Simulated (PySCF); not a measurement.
**How methods differ on the excitation energy of Hg**

Hg [Xe] 4f14 5d10 6s2 (1S) → Hg [Xe] 4f14 5d9 6s2 7s1 (3D), as a difference of total energies. All numbers are calculated (PySCF 2.14, scalar relativity by spin-free X2C-1e, in x2c-TZVPPall with one added diffuse shell each of s, p, d, f type (12s8p8d4f1g, 113 functions)). Correlated levels: valence: [Xe] 4f14 frozen. The calculations carry no spin-orbit coupling.

```tsv
method	excitation energy (eV)
UHF	11.424
MP2 (valence)	13.108
SCS-MP2 (valence)	12.960
CCSD (valence)	12.776
CCSD(T) (valence)	12.868
```

**Question.** How much does correlation contribute at CCSD(T) (valence)?

**Answer.** 12.868 − (11.424) = 1.444 eV, measured against UHF.

A first-order spin-orbit estimate (lowest level to lowest level, LS coupling) adds -0.794 eV.

The upper state lies above the first ionisation limit, where it may autoionise and the basis confines it. A Rydberg-like electron needs more diffuse functions than a valence basis has.

The promoted electron is Rydberg-like, and one or two diffuse shells describe it only roughly, which tends to raise the upper state.
